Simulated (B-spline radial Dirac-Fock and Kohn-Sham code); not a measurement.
**Elastic and transport cross sections of tin for electrons**

Level of theory: relativistic (Dirac) partial waves in the static field of the Dirac-Fock atom with Furness-McCarthy exchange, without polarisation or absorption potentials; a B-spline atomic structure program. Below a few hundred eV the neglected polarisation potential matters, most of all at small angles. σ_tr1 and σ_tr2 weight the cross section with 1 − P₁ and 1 − P₂ of cos θ; "backward" is the share scattered beyond 90°.

| energy (eV) | σ (a₀²) | σ_tr1 (a₀²) | σ_tr2 (a₀²) | σ/σ_tr1 | backward (%) |
| --- | --- | --- | --- | --- | --- |
| 123 | 19.6 | 8.46 | 10.8 | 2.32 | 13 |
| 157 | 19.4 | 7.38 | 9.86 | 2.62 | 12 |
| 200 | 18.8 | 6.74 | 8.56 | 2.78 | 13 |
| 240 | 18.0 | 6.28 | 7.39 | 2.86 | 14 |
| 246 | 17.9 | 6.22 | 7.23 | 2.87 | 14 |
| 268 | 17.4 | 5.98 | 6.66 | 2.91 | 14 |
| 300 | 16.7 | 5.65 | 5.95 | 2.96 | 15 |
| 350 | 15.7 | 5.16 | 5.06 | 3.05 | 15 |
| 372 | 15.3 | 4.96 | 4.74 | 3.09 | 15 |
| 387 | 15.0 | 4.82 | 4.55 | 3.12 | 15 |
| 421 | 14.5 | 4.54 | 4.16 | 3.19 | 15 |
| 461 | 13.9 | 4.23 | 3.79 | 3.28 | 15 |
| 500 | ? | ? | ? | ? | ? |
| 512 | 13.2 | 3.88 | 3.41 | 3.40 | 14 |
| 605 | 12.2 | 3.35 | 2.91 | 3.64 | 13 |
| 651 | 11.8 | 3.12 | 2.72 | 3.76 | 12 |
| 692 | 11.4 | 2.94 | 2.57 | 3.88 | 12 |
| 957 | 9.74 | 2.10 | 1.94 | 4.64 | 9.0 |
| 1000 | 9.53 | 2.00 | 1.87 | 4.77 | 8.7 |
| 1230 | 8.60 | 1.58 | 1.57 | 5.45 | 7.2 |
| 1460 | 7.89 | 1.28 | 1.35 | 6.15 | 6.2 |
| 1500 | 7.78 | 1.24 | 1.32 | 6.27 | 6.1 |

Q: Fill in the row for 500 eV.

A: σ = 13.4 a₀², σ_tr1 = 3.96 a₀², σ_tr2 = 3.49 a₀², σ/σ_tr1 = 3.37, backward 14 %. The ratio σ/σ_tr1 is roughly the number of elastic collisions that randomise the direction.

Values without a named source are computed, but for edge energies of neutral atoms, which are taken from tables.
